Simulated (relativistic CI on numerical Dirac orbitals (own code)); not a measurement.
In XVIII: what numerical and physical settings do to a radial Dirac CI calculation

Reference input:

```
atom In  Z=49  charge=17  electrons=32
nucleus A=115  rms_radius_fm=4.6156
hamiltonian dirac-coulomb  breit=on  qed=on  c_scale=1
orbitals kli  potential=per-configuration
slater_scale 1
correlation none
mixing on
grid step=0.0125 r_max=8.3
scf mixing=0.4 start=green max_iterations=150 tolerance=2e-08 node_fill=0.05
configurations
  [Ar] 3d10 4s2 4p2
  [Ar] 3d10 4s 4p3
  [Ar] 3d10 4p4
  [Ar] 3d10 4s2 4p 4d
  [Ar] 3d10 4s2 4d2
end
```

Computed lowest total energy -5761.74761 Ha, first excitation 60310.2 cm⁻¹, 50 SCF steps. Runs with settings changed; * marks those that are bad on purpose (the QED terms keep the true α when c is scaled):

```
                                                              Changed        Outcome  Lowest level    ΔE (Ha)  First excitation (cm⁻¹)  SCF steps                                                   Message
                           Slater scale 0.5, start potential previous      converged  4s2 4p2 3P_0       0.03                  66069.0         38                                                          
                                                       SCF mixing 0.9      converged  4s2 4p2 3P_0  -1.16e-10                  60310.2         40                                                          
speed of light × 10, node fill of the KLI weights 0, Slater scale 0.6      converged  4s2 4p2 3P_0        134                    251.3         50                                                          
        start potential previous, speed of light × 0.8, QED terms off      converged  4s2 4p2 3P_0        -88                 106305.5         39                                                          
                                                  iteration limit 1 *  not converged                                                            1  SCF of 1s2 2s2 2p6 3s2 3p6 3d10 4s2 4p2 did not converge
                                                     Slater scale 5 *      converged  4s2 4p2 3P_0     -0.812                   4015.3         50
```
